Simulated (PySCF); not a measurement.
**Correlation energy of N⁺ (nitrogen, charge +1)**

[He] 2s1 2p3, high-spin 5S determinant (an excited configuration). Computed with PySCF 2.14 in aug-cc-pwCVTZ, with the non-relativistic Hamiltonian (point nucleus). Frozen: nothing; 6 electrons correlated.

MP2 pair energies summed by pair of shells (mhartree):

```tsv
pair	energy	share (%)
1s-1s	-34.22	44.9
2p-2p	-22.90	30.0
1s-2p	-10.61	13.9
2s-2p	-5.97	7.8
1s-2s	-2.59	3.4
```

Total MP2 correlation energy: -76.28 mhartree.

Same-spin part -33.65 and opposite-spin part -42.63 mhartree; SCS-MP2 scales them by 1/3 and 6/5 to -62.38 mhartree.
